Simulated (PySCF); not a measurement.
Species: C7H11FSi.
SMILES with atom numbers: `[CH:1]#[C:2][CH2:3][C@@H:4]([CH3:5])[Si@@H:6]1[CH2:7][C@@H:8]1[F:9]` (hydrogens: H10 on C1; H11, H12 on C3; H13 on C4; H14, H15, H16 on C5; H17 on Si6; H18, H19 on C7; H20 on C8)

Method used: PBE0-D3(BJ)/def2-SVP geometry optimisation, gas phase in PySCF 2.14.0.

Q: Give the optimised bond lengths and angles.

A: 
| bond | length (bohr) |
| --- | --- |
| C1≡C2 | 2.290 |
| C2–C3 | 2.756 |
| C3–C4 | 2.912 |
| C4–C5 | 2.883 |
| C4–Si6 | 3.572 |
| Si6–C7 | 3.536 |
| C7–C8 | 2.885 |
| C8–F9 | 2.599 |
| Si6–C8 | 3.536 |
| C1–H10 | 2.030 |
| C3–H11 | 2.084 |
| C3–H12 | 2.089 |
| C4–H13 | 2.086 |
| C5–H14, C5–H15, C5–H16 | 2.082 |
| Si6–H17 | 2.806 |
| C7–H18 | 2.071 |
| C7–H19 | 2.074 |
| C8–H20 | 2.074 |

Bonds in one row agree within 0.02 bohr and their mean is given. A selection of angles:
| angle | degrees |
| --- | --- |
| C1–C2–C3 | 177.8 |
| C2–C3–C4 | 113.1 |
| C3–C4–C5 | 112.7 |
| C3–C4–Si6 | 110.7 |
| C5–C4–Si6 | 113.1 |
| C4–Si6–C7 | 115.6 |
| C4–Si6–C8 | 114.1 |
| C7–Si6–C8 | 48.1 |
| Si6–C7–C8 | 65.9 |
| C7–C8–F9 | 115.1 |
| Si6–C8–C7 | 65.9 |
| Si6–C8–F9 | 118.2 |

Torsions: C2–C3–C4–C5 -67° (synclinal); C3–C4–Si6–C7 121° (anticlinal); C4–Si6–C7–C8 -100° (anticlinal); Si6–C7–C8–F9 111° (anticlinal); C4–Si6–C8–C7 104° (anticlinal).

The 3-membered ring Si6–C7–C8 has internal angles of 48.1° to 65.9°. Si6 (SiH silicon) has angles from 48.1° to 120.5°. Of the pairs four or more bonds apart, C2···H16 is among the closest relative to their van der Waals radii: 2.82 Å, 97 % of the sum of Bondi's values. The 5 C–C bonds span 1.212 Å (C1≡C2, drawn triple) to 1.541 Å (C3–C4, drawn single), a spread of 0.329 Å.

Point group: C1 (no symmetry element, even within 0.4 Å). Stationary, but not proved a minimum. The numbers are those of one conformer.
